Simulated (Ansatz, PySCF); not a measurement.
Species: AlCl, net charge 1, doublet state. 
Geometry from a B3LYP-D3(BJ)/def2-TZVP (Ansatz, a first-principles code) optimisation:
```
Al
Cl 1 2.0369
```
Charge +1, spin multiplicity 2.

Total electronic energies in hartree. Correlated levels leave the core frozen unless marked. UHF or UKS for open shells. Spin-orbit coupling is left out. No relativistic terms. FCI takes restricted orbitals. CBS marks a two-point X^-3 extrapolation of the correlation energy; Hartree-Fock from the larger set (for Q and 5 zeta extrapolated as (X+1)exp(-9√X)).

| level | program | energy (Eh) |
|---|---|---|
| HF/cc-pV(D+d)Z | Ansatz | -701.18489 |
| HF/cc-pwCVTZ | Ansatz | -701.21143 |
| RI-HF/def2-QZVPP | Ansatz | -701.21717 |
| revPBE/def2-TZVPD | Ansatz | -702.23451 |
| PBE0/STO-3G | Ansatz | -694.24739 |
| r2SCAN0/def2-TZVPD | Ansatz | -702.30230 |
| MN15/def2-TZVPD | PySCF | -702.17601 |
| B2GP-PLYP-D3(BJ)/def2-TZVPD | Ansatz + dftd3 | [?] |
| MP2/def2-SVPD | Ansatz | -701.12758 |
| MP2/cc-pV(Q+d)Z | Ansatz | -701.45149 |
| RI-MP2/cc-pV(Q+d)Z | Ansatz | -701.45134 |
| SCS-MP2/6-31G | Ansatz | -701.15292 |
| SCS-MP2/cc-pwCVTZ | Ansatz | -701.42524 |
| SCS-MP2/cc-pV(5+d)Z | Ansatz | -701.46129 |
| CCSD/CBS(def2-TZVPPD,def2-QZVPPD) | Ansatz | -701.4845 |
| CCSD/CBS(cc-pV(Q+d)Z,cc-pV(5+d)Z) | Ansatz | -701.4836 |
| CCSD(T)/def2-SVPD | Ansatz | -701.14841 |
| CCSD(T)/aug-cc-pV(T+d)Z | Ansatz | -701.45873 |
| CCSD(T)/cc-pVTZ | Ansatz | -701.45061 |
| FCI/6-31G | Ansatz | [?] |
| CCSD(T)/CBS(def2-TZVPP,def2-QZVPP) | Ansatz | -701.4989 |
| CCSD(T)/CBS(def2-TZVPPD,def2-QZVPPD) | Ansatz | -701.4983 |
| CCSD(T)/CBS(cc-pV(Q+d)Z,cc-pV(5+d)Z) | Ansatz | -701.4974 |

Task: What belongs in the gaps?

Result: 
- B2GP-PLYP-D3(BJ)/def2-TZVPD, energy (Eh): -702.03924
- FCI/6-31G, energy (Eh): -701.16665
